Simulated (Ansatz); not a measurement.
Basis-set extrapolation for `C[SiH](C)[S]` radical (PBE0-D4/def2-TZVP geometry, frozen core, Ansatz). Multiplicity 2, UHF reference.

|  | def2-TZVPP | def2-QZVPP |
| --- | --- | --- |
| HF | -766.359987 | -766.384037 |
| MP2 correlation | -0.624227 | -0.669999 |
| CCSD(T) correlation | -0.712574 | not run |

Energies in hartree. Use E(X) = E(∞) + A·exp(−7.88·√X) for Hartree–Fock and E(X) = E(∞) + B·X^(−2.97) for correlation, with X = 3 and 4, and add CCSD(T) minus MP2 of the smaller set to the MP2 limit.

Q: What is the CCSD(T) energy at the basis-set limit?

A: HF limit: -766.384037 + (-0.024050) × 0.13774 = -766.38735. MP2 limit: -0.669999 + (-0.045772) × 0.74074 = -0.70390. Higher-order term: -0.712574 − (-0.624227) = -0.08835. Total: -767.17960 hartree, 67.2 kcal/mol below CCSD(T)/def2-TZVPP.
